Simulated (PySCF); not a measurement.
Electron correlation in Ne³⁺ (neon, charge +3)

[He] 2s2 2p3, high-spin 4S determinant. Calculation: PySCF 2.14, in dyall-acv3z (15s9p4d2f, 76 functions); no relativity, point nucleus. Frozen: nothing; 7 electrons correlated; the 5 highest virtual orbitals of each spin left out.

| level | correlation energy (mhartree) |
| --- | --- |
| CCSD | -176.77 |
| (T) | -1.12 |
| CCSD(T) | -177.89 |

Diagnostics: T1 = 0.0019, D1 = 0.0059, largest double amplitude 0.024.

Task: Is a single reference adequate?

Result: Yes: T1 lies below 0.03 and no double amplitude reaches 0.07.
